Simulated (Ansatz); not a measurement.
Single points on Pd₃S₂.

```yaml
crystal:
  periodic: [false, false, false]
  atoms:
    - {symbol: Pd, position_ang: [0.256945, -1.839744, -0.008433]}
    - {symbol: Pd, position_ang: [-0.967036, 0.755726, -0.036239]}
    - {symbol: Pd, position_ang: [1.844899, 0.197122, 0.086908]}
    - {symbol: S, position_ang: [0.744350, 2.125912, 0.057773]}
    - {symbol: S, position_ang: [-1.879158, -1.239015, -0.100009]}
basis:
  gaussian: {orbitals: def2-TZVP, initial_orbitals: start.molden}
hamiltonian: {xc: pbe0, dispersion: d4}
scf: {omitted_lower_state_checks: [starts]}
output: {orbitals: {seedname: orbitals}}
```

The file start.molden holds the orbitals of an earlier run on this structure, at another level or in another basis.

```sh
$ ansatz run in.yaml --threads 4 --pin off --events-out ev --progress --plain --max-ram 4787MiB
```

It prints (some lines left out):

```
Functional definition: PBE0
1757 factors; their error is unknown
mean field evaluation 1: about -32080.1809 eV, gradient 2.3e2 eV
mean field evaluation 2: about -32094.8141 eV, gradient 2.3e1 eV
mean field evaluation 4: about -32104.4568 eV, gradient 2.7e1 eV
mean field evaluation 8: about -32106.4326 eV, gradient 3.3e-1 eV
mean field evaluation 16: about -32106.4329 eV, gradient 3.0e-4 eV
mean field -32106.43285552 eV, -1179.8896449187 hartree, gradient 7.9e-6 eV, S^2 0.000000; 0 other end points of the search recorded, 0 dependent functions left out
reference -32106.43289561 eV, -1179.8896463918 hartree; 43, 43 occupied and 151, 151 virtual orbitals, 1757 factors
Total energy: -32106.72766068 eV, -1179.9004788082 hartree
Checks for a lower state left out: starts
```

Run time 19 s (4 threads of Arm Neoverse V2 on a shared host), peak host memory 0.95 GiB.

As the first input, with `hamiltonian: {xc: {name: B3LYP}, dispersion: d4}` (abridged; 8 s):

```
Functional definition: B3LYP
mean field evaluation 16: about -32119.4838 eV, gradient 1.3e-5 eV
mean field -32119.48382039 eV, -1180.3692590313 hartree, gradient 6.1e-6 eV, S^2 0.000000
Total energy: -32120.05731141 eV, -1180.3903344376 hartree
Checks for a lower state left out: starts
```

As the first input, with `hamiltonian: {xc: {name: PBE-QIDH}}` and without the key `output` (abridged; 18 s):

```
Functional definition: PBE-QIDH
mean field evaluation 16: about -32070.6933 eV, gradient 4.6e-2 eV
mean field -32070.69341986 eV, -1178.5762448831 hartree, gradient 5.3e-6 eV, S^2 0.000000; unrestricted orbitals would lower it
10 core orbitals not correlated: weight in the atoms' cores, before any rotation towards them, 1.000 or more for the frozen orbitals, at most 0.000 for the correlated occupied ones
second order -60.06903070 eV of doubles, -0.00000000 eV of singles
Total energy: -32090.71644714 eV, -1179.3120775635 hartree
Checks for a lower state left out: starts
```

First input, but with `gaussian: {orbitals: def2-SVP, initial_orbitals: start.molden}`, `correlation: {method: ccsd_t}` and without the key `hamiltonian` (abridged; 2.3 min):

```
Functional definition: HF
mean field evaluation 16: about -31994.2889 eV, gradient 1.8e-2 eV
mean field evaluation 32: about -31984.4340 eV, gradient 3.6e1 eV
mean field evaluation 64: about -31991.3313 eV, gradient 6.3e-3 eV
mean field evaluation 96: about -31991.4736 eV, gradient 6.4e-1 eV
mean field evaluation 128: about -31991.5094 eV, gradient 4.8e-1 eV
mean field -31994.28895545 eV, -1175.7684326048 hartree, gradient 9.4e-6 eV, S^2 0.000000; 1 other end points of the search recorded, 0 dependent functions left out; unrestricted orbitals would lower it
mean field evaluation 160: about -31991.9055 eV, gradient 6.2e0 eV
mean field evaluation 192: about -31994.2887 eV, gradient 5.2e-2 eV
mean field evaluation 224: about -31994.2890 eV, gradient 5.8e-5 eV
mean field evaluation 256: about -31993.2912 eV, gradient 2.7e-2 eV
mean field evaluation 288: about -31994.3976 eV, gradient 1.0e0 eV
mean field evaluation 320: about -31996.3541 eV, gradient 1.1e-3 eV
mean field evaluation 352: about -31994.7170 eV, gradient 8.2e0 eV
[...]
cycle   3  -37.52753573 eV  change    3.0e-3 eV  update   1.4e-2
cycle   4  -37.56471158 eV  change   -3.7e-2 eV  update   5.2e-3
cycle   5  -37.57717796 eV  change   -1.2e-2 eV  update   4.0e-3
cycle   6  -37.57075348 eV  change    6.4e-3 eV  update   3.0e-3
cycle   7  -37.56766514 eV  change    3.1e-3 eV  update   2.5e-3
cycle   8  -37.56817803 eV  change   -5.1e-4 eV  update   1.2e-3
cycle   9  -37.56802843 eV  change    1.5e-4 eV  update   7.9e-4
cycle  10  -37.56837329 eV  change   -3.4e-4 eV  update   4.4e-4
cycle  11  -37.56867017 eV  change   -3.0e-4 eV  update   2.9e-4
cycle  12  -37.56874826 eV  change   -7.8e-5 eV  update   1.7e-4
cycle  13  -37.56873735 eV  change    1.1e-5 eV  update   1.2e-4
cycle  14  -37.56874420 eV  change   -6.9e-6 eV  update   8.4e-5
cycle  15  -37.56873417 eV  change    1.0e-5 eV  update   6.0e-5
perturbative correction -2.19323650 eV, -0.0805999547 hartree
Total energy: -32034.05092612 eV, -1177.2296580752 hartree
Checks for a lower state left out: starts
```

As the first input, with `hamiltonian: {xc: {name: revPBE}, dispersion: d4}` (abridged; 3.2 s):

```
Functional definition: revPBE
mean field -32117.51964733 eV, -1180.2970770025 hartree, gradient 4.1e-5 eV, S^2 0.000000
Total energy: -32118.22052307 eV, -1180.3228337110 hartree
Checks for a lower state left out: starts
```

First input, but with `gaussian: {orbitals: def2-SVP, initial_orbitals: start.molden}` (abridged; 4.8 s):

```
Functional definition: PBE0
mean field -32096.15118515 eV, -1179.5118005015 hartree, gradient 9.6e-6 eV, S^2 0.000000
Total energy: -32096.44598999 eV, -1179.5226343797 hartree
Checks for a lower state left out: starts
```

First input, but with `hamiltonian: {xc: r2scan, dispersion: d4}` (abridged; 10 s):

```
Functional definition: r2SCAN
mean field -32118.40326031 eV, -1180.3295491807 hartree, gradient 1.2e-5 eV, S^2 0.000000
Total energy: -32118.47114675 eV, -1180.3320439613 hartree
Checks for a lower state left out: starts
```

Geometry: PBE-D4/def2-SVP.

In the def2 sets Pd takes a core potential; there is no spin–orbit coupling. B3LYP takes the VWN-RPA correlation. Correlated methods freeze 10 core orbitals; core or outer-core shells of Pd are correlated, in sets that lack core-valence functions. The restricted singlet is unstable towards broken spin symmetry at other levels; at PBE0-D4/def2-TZVP, B3LYP-D4/def2-TZVP, revPBE-D4/def2-TZVP, PBE0-D4/def2-SVP and others this wasn't settled. At PBE-QIDH/def2-TZVP, CCSD(T)/def2-SVP the restricted singlet (for correlated methods, its reference) is unstable: a solution with broken spin symmetry lies lower. Another isomer (singlet) lies 0.94 eV lower at PBE0-D4/def2-TZVP; other spin states weren't run for this one.
